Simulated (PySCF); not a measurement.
F₄Ti, multiplicity 1. Atoms are numbered in the order given.

```xyz
5

Ti     0.0000     0.0000     0.0000
F     -1.0015     1.0015    -1.0015
F      1.0015     1.0015     1.0015
F      1.0015    -1.0015    -1.0015
F     -1.0015    -1.0015     1.0015
```

Coordinates come from a B3LYP-D3(BJ)/def2-SVP optimisation. The multiplicity is an assumed one; other spin states were not compared. The isomer is the one that the SMILES or the coordinates give; other isomers of the formula were not compared.

The numbers are results of TDDFT-PBE/def2-SVPD (PySCF), not measurements.

Vertical excitations; the highest root listed may be one member of a degenerate set. The molecule is in vacuum. State labels are in the subgroup D2.

Computed UV-visible absorptions:
| state | symmetry | energy (eV) | λ (nm) | f | main pairs |
|---|---|---|---|---|---|
| S1 | B2 | 6.43 | 193 | 0.000 | HOMO−1→LUMO (degenerate set) |
| S2 | B1 | 6.43 | 193 | 0.000 | HOMO−2→LUMO+1, HOMO−2→LUMO (degenerate set) |
| S3 | B3 | 6.43 | 193 | 0.000 | HOMO→LUMO+1, HOMO→LUMO (degenerate set) |
| S4 | B1 | 6.63 | 187 | 0.009 | HOMO−2→LUMO, HOMO−2→LUMO+1, HOMO−5→LUMO+1 (degenerate set) |
| S5 | B3 | 6.63 | 187 | 0.009 | HOMO→LUMO, HOMO→LUMO+1, HOMO−3→LUMO+1 (degenerate set) |
| S6 | B2 | 6.63 | 187 | 0.009 | HOMO−1→LUMO+1, HOMO−4→LUMO (degenerate set) |
| S7 | B1 | 6.85 | 181 | 0.000 | HOMO−5→LUMO, HOMO−5→LUMO+1 (degenerate set) |
| S8 | B3 | 6.85 | 181 | 0.000 | HOMO−3→LUMO, HOMO−3→LUMO+1 (degenerate set) |
| S9 | B2 | 6.85 | 181 | 0.000 | HOMO−4→LUMO+1 (degenerate set) |
| S10 | B2 | 7.10 | 175 | 0.011 | HOMO−4→LUMO 73 %, HOMO−1→LUMO+1 11 % |
| T1 | B3 | 6.19 | 200 | 0 | HOMO→LUMO, HOMO→LUMO+1 (degenerate set) |
| T2 | B1 | 6.19 | 200 | 0 | HOMO−2→LUMO, HOMO−2→LUMO+1 (degenerate set) |
| T3 | B2 | 6.19 | 200 | 0 | HOMO−1→LUMO+1 (degenerate set) |
| T4 | B2 | 6.31 | 197 | 0 | HOMO−1→LUMO 98 % |
Triplets are in the Tamm–Dancoff approximation, which puts them higher than full response would, so one can lie above its singlet here.
